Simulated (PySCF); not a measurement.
Computed shifts of a molecule C3H9NSi, PBE/pcSseg-1 (PySCF), GIAO, gas phase, atoms alike by connectivity averaged where their shifts nearly agree, in ppm (number of nuclei): ¹⁵N: 36.9 (1). ²⁹Si: -12.1 (1). ¹³C: 28.2 (1), 26.1 (1), 17.8 (1). ¹H: 5.16 (1), 2.23 (1), 1.68 (1), 1.61 (1), 1.59 (1), 1.57 (1), 1.49 (1), 1.44 (1), 0.94 (1). References: ¹⁵N against NH3 (σ = 267.0 ppm); ²⁹Si against TMS (σ = 335.4 ppm); ¹³C against TMS (σ = 182.0 ppm); ¹H against TMS (σ = 31.49 ppm), references at their B3LYP-D3(BJ)/def2-TZVP geometries, non-relativistic. The structure is a stationary point at PBE0-D3(BJ)/def2-SVP. Other conformers were not sampled.

Problem. Pick the molecule that these values belong to.
A) NC/C=C/[SiH3]
B) N[SiH]1CCC1
C) [SiH3][C@H]1CCN1
D) CN1C[SiH2]C1

Solution. B, N[SiH]1CCC1
